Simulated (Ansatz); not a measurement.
Computed with Ansatz on PBE0-D4/def2-TZVP structures; ΔE is electronic, products minus reactants. CCSD(T)/CBS adds triple-zeta CCSD(T) − MP2 to the extrapolated MP2 energy (def2 sets, frozen cores). Functionals use def2-TZVPP. B3LYP here is the variant with VWN-RPA as its local correlation; programs differ in this. Elements past krypton have def2 core potentials. For Sn outer-core shells are correlated without core-valence functions, which leaves a few kJ/mol of doubt a bond. One conformer a species, not always the lowest.

Reaction (redistribution): `[F][SnH]([SiH3])[Cl]` + `[SiH3]C[SiH2]Cl` → `[SiH3][SnH2][Cl]` + `F[SiH](Cl)C[SiH3]`

`[F][SnH]([SiH3])[Cl]`:

```xyz
8

F     2.129   -1.278   -0.219
Sn    1.123    0.321    0.140
Si   -1.326   -0.233   -0.371
Cl    1.346    0.623    2.435
H     2.021    1.559   -0.608
H    -1.455   -0.527   -1.819
H    -2.147    0.947   -0.006
H    -1.693   -1.411    0.448
```

`[SiH3]C[SiH2]Cl`:

```xyz
11

Si   -0.297   -0.185    1.606
C     0.584    0.443    0.073
Si   -0.147   -0.148   -1.527
Cl    0.918    0.608   -3.123
H     0.357    0.341    2.833
H    -1.718    0.254    1.596
H    -0.262   -1.670    1.645
H     0.571    1.538    0.081
H     1.633    0.131    0.115
H    -0.092   -1.626   -1.623
H    -1.548    0.314   -1.675
```

`[SiH3][SnH2][Cl]`:

Cartesian coordinates in Å:
```
Si -0.326 -0.297 -1.288
Sn 0.297 0.039 1.173
Cl 0.370 2.366 1.473
H -0.401 -1.751 -1.588
H 0.714 0.335 -2.137
H -1.645 0.333 -1.540
H -0.861 -0.514 2.297
H 1.851 -0.511 1.611
```

`F[SiH](Cl)C[SiH3]`:

Cartesian coordinates in Å:
```
F 0.059 -2.235 -0.593
Si 0.487 -1.314 0.635
Cl 2.308 -1.979 1.287
C 0.586 0.439 0.080
Si -0.981 1.118 -0.708
H -0.489 -1.531 1.721
H 1.416 0.542 -0.628
H 0.833 1.051 0.955
H -1.233 0.448 -2.009
H -2.142 0.879 0.190
H -0.844 2.581 -0.930
```

```
             level  ΔE (kJ/mol)  difference from CCSD(T)/CBS
            PBE-D4        -75.2                          9.0
         r2SCAN-D4        -83.6                          0.6
          B3LYP-D4        -81.3                          2.9
           ωB97M-V        -87.6                         -3.4
            r2SCAN        -83.5                          0.7
              PBE0        -83.6                          0.6
             B3LYP        -80.2                          4.0
SCS-MP2/def2-TZVPP        -88.0                         -3.8
   CCSD/def2-TZVPP        -92.7                         -8.5
CCSD(T)/def2-TZVPP        -90.8                         -6.6
     HF/def2-QZVPP        -90.0                         -5.8
    MP2/def2-QZVPP        -86.9                         -2.7
SCS-MP2/def2-QZVPP        -84.0                          0.2
      HF/CBS(def2)        -89.7                         -5.5
     MP2/CBS(def2)        -84.7                         -0.5
    CCSD/CBS(def2)        -86.1                         -1.9
       CCSD(T)/CBS        -84.2                            0
```

Largest T1 diagnostic among the species: 0.013.

From PBE to PBE0 (25 % exact exchange), in def2-TZVPP and without D4, ΔE moves by −9.1 kJ/mol.
